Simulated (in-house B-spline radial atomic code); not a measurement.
Si⁴⁺. Computed with a B-spline radial atomic code. Model: all-electron spherical atom, spin shells full or empty, radial basis limit, no spin-orbit coupling: exact exchange with a local potential (Slater, KLI or optimised effective potential, whose far tail is KLI's), no correlation.

Exchange potential has not reached -1/r at the last radius.

The run also made RPA and GW results, which its time includes.

The Slater potential averages the orbital exchange potentials with the orbital densities as weights, KLI adds orbital constants, and the optimised effective potential minimises the exact-exchange energy among local potentials. So their energies lie above Hartree-Fock in the order OEP, KLI, Slater. All fall off as −1/r, unlike LDA and GGA exchange.

Command:
```bash
python run_gw.py task.json out
```
Settings (nuclear radius in fm, other lengths in bohr, energies in hartree):
```
Z                      14
electrons              10
configuration          [He] 2s2 2p6
hamiltonian            x2c
method                 oep
lmax                   9
rms_radius             3.1224
spin_polarised         False
box_radius             11.96
intervals              102
```

Time taken, with all properties: 2.1 s on 1 thread of Intel(R) Xeon(R) Platinum 8488C (Sapphire Rapids), on a shared host.

Given: hamiltonian one-electron scalar X2C; mean-field start exchange-only OEP.

Computed: energy above Hartree-Fock 1.8945 millihartree.

```
radius (bohr)  r times exchange potential (hartree bohr)
      0.00357                                  -0.041689
      0.00425                                  -0.049594
      0.00505                                  -0.058868
      0.00601                                  -0.069953
      0.00715                                  -0.083048
       0.0085                                  -0.098444
       0.0101                                   -0.11651
        0.012                                   -0.13769
       0.0143                                   -0.16287
        0.017                                   -0.19172
       0.0202                                    -0.2248
       0.0241                                   -0.26339
       0.0286                                   -0.30538
        0.034                                   -0.35205
       0.0405                                   -0.40274
       0.0481                                   -0.45445
       0.0573                                   -0.50652
       0.0681                                   -0.55383
        0.081                                   -0.59239
       0.0963                                   -0.61536
        0.115                                   -0.61432
        0.136                                   -0.58568
        0.162                                   -0.54621
        0.193                                    -0.5643
        0.229                                   -0.68234
        0.273                                   -0.84814
        0.324                                   -0.99649
        0.386                                    -1.1276
        0.459                                          ?
        0.546                                    -1.3108
        0.649                                     -1.345
        0.772                                    -1.3382
        0.918                                    -1.2998
         1.09                                    -1.2454
          1.3                                    -1.1877
         1.54                                          ?
         1.84                                    -1.1004
```

**Question.** What belongs in the row 0.459?

**Answer.** r times exchange potential (hartree bohr): -1.2352.

**Question.** What belongs in the row 1.54?

**Answer.** r times exchange potential (hartree bohr): -1.1398.

| occupied | level (hartree) | Hartree-Fock level (hartree) |
| --- | --- | --- |
| 1s | -68.353 | -70.99 |
| 2s | -7.8372 | -8.103 |
| 2p | -6.1943 | -6.1937 |

```tsv
empty	level (hartree)
3s	-2.344
3p	-1.9719
3d	?
4s	-1.127
4p	-0.99504
```

**Question.** What belongs in the row 3d?

**Answer.** level (hartree): -1.5199.

The highest level, 2p, differs from Hartree-Fock by -0.016 eV and the deepest, 1s, by +71.8 eV: a local potential can match the highest level but can't give each shell its own exchange.
